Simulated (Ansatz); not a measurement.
Consider the isomerisation: `COCN[SiH3]` → `CN([SiH3])CO`.

Gas-phase electronic energies from Ansatz, PBE0-D4/def2-TZVP geometries. CCSD(T)/CBS is the MP2 limit (def2-TZVPP, def2-QZVPP) plus CCSD(T) − MP2 in def2-TZVPP, frozen cores. DFT in def2-TZVPP. Each species was taken in one conformer, which may not be the lowest.

```json
{"level": "CAM-B3LYP", "ΔE (kJ/mol)": "-6.6"}
{"level": "HF/def2-SVP", "ΔE (kJ/mol)": "-4.1"}
```

Question: What does CCSD(T)/CBS give? (Estimate.)

Answer: Ansatz gave: -12.3 kJ/mol. The listed levels differ from it by 5.7, 8.2 kJ/mol.

Question: What do rigid-rotor, harmonic-oscillator terms from PBE0-D4/def2-TZVP frequencies (298.15 K, 1 bar) make of the CCSD(T)/CBS value? (Estimate.)

Answer: Ansatz gave: ΔZPE = -0.3 kJ/mol, ΔH = -12.2 kJ/mol, ΔS = 0 J/(mol·K), ΔG = -12.1 kJ/mol.

Largest T1 diagnostic among the species: 0.011.

In def2-TZVPP, CCSD(T) changes the Hartree–Fock value by −8.4 kJ/mol (the triples alone add −0.7 kJ/mol) and MP2 by −11.4 kJ/mol. Leaving LDA and LC-ωPBE aside and taking each functional with its dispersion term where it has one, the values, not all of them listed here, spread over 5.5 kJ/mol, from PBE-QIDH to BLYP-D4. LDA lies −3.5 kJ/mol from PBE without D4.

CCSD(T)/CBS has its own doubt, a few kJ/mol and more with outer-core shells, so smaller differences from it don't rank the levels.
